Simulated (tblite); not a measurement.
Compound: C3H10OPSi (doublet state).
Bonds: C1–C2, C2–C3, C2–O4, O4–Si5, Si5–P6. Hydrogens: H7, H8, H9 on C1; H10 on C2; H11, H12, H13 on C3; H14 on Si5; H15, H16 on P6.

Computed with GFN2-xTB (tblite), gas phase: L-BFGS steps from a force-field or distance-geometry start until the largest atomic force falls under 0.01 eV/Å.

Step 16: E = -539.6400 eV
```
atom  x, y, z in Å  |  force x, y, z in eV/Å
C1     -0.8950   -1.2464   -0.8421   -0.016   0.038   0.016
C2     -0.8387   -0.1469    0.2146    0.041   0.017   0.022
C3     -1.9307    0.9019    0.0160    0.036  -0.050  -0.006
O4      0.4214    0.4822    0.1516   -0.027   0.020  -0.037
Si5     1.7863    0.3290    1.0198   -0.076   0.015   0.013
P6      3.6093    0.6154   -0.2670   -0.067  -0.001   0.011
H7     -1.8386   -1.7810   -0.7797    0.003  -0.015   0.014
H8     -0.0750   -1.9440   -0.6813   -0.048   0.000  -0.042
H9     -0.8023   -0.8123   -1.8346    0.041  -0.006  -0.005
H10    -0.9602   -0.6029    1.2072    0.045   0.019   0.019
H11    -1.8573    1.3392   -0.9776    0.018  -0.010   0.040
H12    -1.8280    1.6941    0.7562    0.006  -0.065  -0.049
H13    -2.9053    0.4328    0.1287    0.011   0.048  -0.013
H14     1.8160   -1.0305    1.5906    0.044  -0.002   0.030
H15     3.1929    1.8451   -0.7610    0.032  -0.108  -0.003
H16     3.0976   -0.0666   -1.3623   -0.044   0.100  -0.009
```

Step 17: E = -539.6417 eV
```
atom  x, y, z in Å  |  force x, y, z in eV/Å
C1     -0.8965   -1.2472   -0.8445   -0.006   0.047   0.053
C2     -0.8394   -0.1489    0.2164   -0.005  -0.002  -0.001
C3     -1.9305    0.9021    0.0146    0.059  -0.069   0.011
O4      0.4201    0.4796    0.1552   -0.040   0.017  -0.055
Si5     1.7851    0.3292    1.0209   -0.048   0.022   0.036
P6      3.6045    0.6132   -0.2685   -0.027  -0.036   0.020
H7     -1.8406   -1.7830   -0.7797    0.035   0.015  -0.011
H8     -0.0766   -1.9459   -0.6835   -0.058   0.012  -0.049
H9     -0.8007   -0.8104   -1.8373    0.017  -0.032   0.050
H10    -0.9622   -0.6050    1.2107    0.042   0.030  -0.039
H11    -1.8535    1.3392   -0.9793    0.011  -0.020   0.055
H12    -1.8263    1.6935    0.7551    0.004  -0.054  -0.049
H13    -2.9065    0.4356    0.1276    0.018   0.047  -0.023
H14     1.8239   -1.0266    1.5997    0.036  -0.002   0.024
H15     3.1979    1.8444   -0.7599    0.013  -0.066  -0.010
H16     3.0938   -0.0607   -1.3685   -0.050   0.090  -0.011
```

Step 18: E = -539.6436 eV
```
atom  x, y, z in Å  |  force x, y, z in eV/Å
C1     -0.8986   -1.2475   -0.8465    0.007   0.035   0.070
C2     -0.8405   -0.1518    0.2187   -0.046  -0.022  -0.028
C3     -1.9293    0.9011    0.0130    0.057  -0.063   0.023
O4      0.4180    0.4762    0.1592   -0.032   0.012  -0.062
Si5     1.7831    0.3300    1.0229   -0.018   0.022   0.052
P6      3.5987    0.6095   -0.2706    0.011  -0.071   0.031
H7     -1.8425   -1.7851   -0.7806    0.051   0.044  -0.032
H8     -0.0797   -1.9478   -0.6871   -0.049   0.012  -0.043
H9     -0.7989   -0.8087   -1.8393   -0.010  -0.045   0.093
H10    -0.9652   -0.6078    1.2140    0.040   0.035  -0.080
H11    -1.8485    1.3387   -0.9802    0.011  -0.029   0.049
H12    -1.8240    1.6919    0.7527    0.009  -0.027  -0.026
H13    -2.9077    0.4403    0.1255    0.014   0.029  -0.031
H14     1.8351   -1.0214    1.6127    0.021   0.010   0.011
H15     3.2047    1.8430   -0.7584   -0.005  -0.012  -0.015
H16     3.0878   -0.0516   -1.3770   -0.060   0.071  -0.014
```

Step 19: E = -539.6457 eV
```
atom  x, y, z in Å  |  force x, y, z in eV/Å
C1     -0.9013   -1.2475   -0.8477    0.018   0.003   0.061
C2     -0.8428   -0.1559    0.2211   -0.055  -0.028  -0.046
C3     -1.9271    0.8990    0.0114    0.029  -0.032   0.027
O4      0.4152    0.4712    0.1644   -0.004   0.005  -0.058
Si5     1.7812    0.3316    1.0262    0.005   0.016   0.054
P6      3.5926    0.6036   -0.2738    0.031  -0.086   0.033
H7     -1.8441   -1.7871   -0.7831    0.038   0.060  -0.043
H8     -0.0845   -1.9498   -0.6923   -0.018  -0.002  -0.022
H9     -0.7976   -0.8074   -1.8398   -0.034  -0.037   0.105
H10    -0.9701   -0.6117    1.2162    0.035   0.026  -0.089
H11    -1.8419    1.3374   -0.9805    0.016  -0.033   0.025
H12    -1.8209    1.6898    0.7492    0.018   0.007   0.012
H13    -2.9089    0.4469    0.1220    0.001  -0.001  -0.033
H14     1.8501   -1.0141    1.6304    0.002   0.030  -0.006
H15     3.2134    1.8418   -0.7562   -0.013   0.028  -0.006
H16     3.0790   -0.0390   -1.3887   -0.068   0.045  -0.012
```

Q: Estimate the geometry and energy of step 20. (The exact step hangs on the optimiser's Hessian estimate; all steps are aligned on step 19, rigid shifts and turns removed.)

A: E = -539.6473 eV, largest force 0.089 eV/Å
```
atom  x, y, z in Å  |  force x, y, z in eV/Å
C1     -0.9036   -1.2477   -0.8477    0.021  -0.030   0.032
C2     -0.8459   -0.1601    0.2225   -0.022  -0.013  -0.041
C3     -1.9249    0.8970    0.0103   -0.006   0.007   0.021
O4      0.4127    0.4659    0.1690    0.029   0.000  -0.047
Si5     1.7800    0.3334    1.0299    0.013   0.012   0.036
P6      3.5884    0.5971   -0.2769    0.022  -0.067   0.017
H7     -1.8451   -1.7880   -0.7865    0.001   0.052  -0.040
H8     -0.0888   -1.9517   -0.6970    0.020  -0.024   0.004
H9     -0.7973   -0.8067   -1.8382   -0.042  -0.013   0.077
H10    -0.9748   -0.6153    1.2163    0.026   0.007  -0.061
H11    -1.8357    1.3356   -0.9804    0.021  -0.028  -0.004
H12    -1.8176    1.6883    0.7463    0.025   0.026   0.042
H13    -2.9101    0.4530    0.1181   -0.013  -0.026  -0.029
H14     1.8640   -1.0065    1.6470   -0.016   0.043  -0.018
H15     3.2213    1.8414   -0.7540   -0.006   0.033   0.015
H16     3.0698   -0.0269   -1.3996   -0.072   0.022  -0.004
```

The energy changes by -0.0016 eV. The first-order estimate −F·Δx gives -0.0023 eV and the mean of the old and new forces, exact on a quadratic surface, -0.0016 eV. The step makes an angle of 77° with the force vector and moves no atom by more than 0.023 Å.

The cost below is that of the whole relaxation. On an AMD EPYC 9R45 with one thread, shared host, this took 0.61 s wall.
